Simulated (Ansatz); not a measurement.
Te(I)(Et) (C2H5ITe), SMILES CC[Te]I.

The structure is a stationary point at PBE0-D3(BJ)/def2-SVP. The def2 effective core potentials stand for the cores of I, Te; spin–orbit coupling is left out. The values are those of a single conformer.

Two levels are set side by side: PBE/def2-SVPD (Ansatz, an electronic-structure program) and CAM-B3LYP/def2-SVPD (Ansatz). Energy differences of separate SCF runs at the same geometry; the states with an electron removed or added have multiplicity 2 and 2. Differences are taken from unrounded values.

```json
[
 {"quantity": "vertical ionisation energy (eV)", "CAM-B3LYP": "8.09"},
 {"quantity": "vertical electron affinity (eV)", "CAM-B3LYP": "1.04"},
 {"quantity": "vertical singlet–triplet gap (eV)", "CAM-B3LYP": "1.64"}
]
```

### Question
What does PBE give, and how far is it from CAM-B3LYP? (Estimate from the structure and the level; the computed values follow.)

### Answer

```
quantity                            PBE  PBE minus CAM-B3LYP
---------------------------------  ----  -------------------
vertical ionisation energy (eV)    7.76                -0.33
vertical electron affinity (eV)    1.01                -0.03
vertical singlet–triplet gap (eV)  1.47                -0.17
```
